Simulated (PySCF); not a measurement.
# Computed vibrations of [Pb(OCH3)2]2+

[Pb(OCH3)2]2+ (singlet). PySCF 2.14.0, RKS PBE0, Pb def2-SVP with ECP60, O def2-SVP, C def2-SVP, H def2-SVP; non-relativistic Hamiltonian with scalar-relativistic core potentials where named; density fitting; no spin-orbit coupling. Central differences of gradients.

```xyz
11

Pb    0.0000    0.0000   -0.3337
O     1.7164    0.0750    1.0694
C     3.0432   -0.0194    1.1391
H     3.6014    0.8425    0.6868
H     3.2692    0.2881    2.2302
H     3.4758   -1.0211    0.9803
O    -1.7164   -0.0750    1.0694
C    -3.0432    0.0194    1.1391
H    -3.6014   -0.8425    0.6868
H    -3.2692   -0.2881    2.2302
H    -3.4758    1.0211    0.9803
```

Run from Python with OMP_NUM_THREADS=2. Where DIIS fails, smearing, a level shift and second-order steps follow.
It took 110 s on 2 threads of Arm Neoverse V2, on a shared host.

Q: What are the harmonic wavenumbers and infrared intensities?

A: Modes are labelled in C2; negative numbers are unstable modes, those under 60 cm⁻¹ near the noise; a finer grid moves soft modes by up to 10 cm⁻¹.
| cm⁻¹ | km/mol | symmetry |
| --- | --- | --- |
| 32 | 0.6 | a |
| 37 | 49.3 | b |
| 51 | 14.3 | a |
| 154 | 326.3 | b |
| 171 | 3.8 | a |
| 196 | 22.4 | b |
| 219 | 21.4 | a |
| 236 | 206.0 | b |
| 346 | 61.4 | a |
| 517 | 0.1 | a |
| 665 | 1179.6 | b |
| 840 | 957.6 | b |
| 950 | 7.0 | a |
| 1066 | 841.8 | b |
| 1117 | 103.9 | a |
| 1173 | 30.1 | b |
| 1173 | 8.3 | a |
| 1278 | 26.4 | b |
| 1296 | 4.2 | a |
| 1468 | 57.0 | b |
| 1472 | 17.0 | a |
| 2576 | 1823.4 | b |
| 2601 | 322.2 | a |
| 2875 | 725.0 | b |
| 2879 | 0.4 | a |
| 3136 | 1.0 | a |
| 3138 | 45.0 | b |

Q: Is this a minimum?

A: Yes, within the noise of the softest modes. Ideal gas at 298.15 K and 1 bar: S = 415.5 J/(mol K), Cp = 122.7 J/(mol K), H − H(0 K) = 26.6 kJ/mol (rigid rotor, harmonic modes, spin degeneracy alone; the modes under 60 cm⁻¹ make these uncertain).
